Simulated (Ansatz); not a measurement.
C₂H₁₀Si₄, SMILES [SiH3][SiH2][Si@@H]1C=C[SiH2]1.

The structure is a stationary point at B3LYP-D3(BJ)/def2-SVP. The structure was generated by enumeration; whether it is a known compound was not checked. Other conformers were not sampled.

Two levels are set side by side: PBE/def2-SVPD (Ansatz, an electronic-structure program) and CAM-B3LYP/def2-SVPD (Ansatz). Energy differences of separate SCF runs at the same geometry; the states with an electron removed or added have multiplicity 2 and 2. Differences are taken from unrounded values.

```tsv
quantity	CAM-B3LYP	PBE	PBE minus CAM-B3LYP
vertical ionisation energy (eV)	9.13	8.74	-0.38
vertical singlet–triplet gap (eV)	4.10	4.06	-0.04
```
